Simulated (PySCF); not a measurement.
Ga(Cl)(Br)(OH) (BrClGaHO), SMILES [Cl][Ga]([Br])[OH].

Coordinates come from a PBE0-D3(BJ)/def2-SVP optimisation. The structure was generated by enumeration; whether it is a known compound was not checked. One conformer was computed; it need not be the lowest.

Two levels are set side by side: PBE/def2-TZVP (PySCF) and CAM-B3LYP/def2-TZVP (PySCF). Same geometry, gas phase. Differences are taken from unrounded values.

```csv
quantity,CAM-B3LYP
orbital gap (eV),9.46
highest occupied level (eV),-10.21
lowest empty level (eV),-0.75
dipole moment (D),1.20
mean polarisability (bohr³),58.9
```

### Question
What does PBE give, and how far is it from CAM-B3LYP? (The exact figures need the calculation; the answer reports its results.)

### Answer

```tsv
quantity	PBE	PBE minus CAM-B3LYP
orbital gap (eV)	4.93	-4.53
highest occupied level (eV)	-7.55	2.66
lowest empty level (eV)	-2.62	-1.87
dipole moment (D)	1.15	-0.05
mean polarisability (bohr³)	62.6	3.6
```

Without exact exchange PBE keeps part of each electron's self-repulsion, which lifts occupied levels and narrows the gap. Loosely held outer electrons make PBE densities more polarisable. Differences between two approximate levels are no errors against the true value.

Rough cost on one machine, each run with all the roots and properties that it gave: CAM-B3LYP against PBE within a factor of 2.
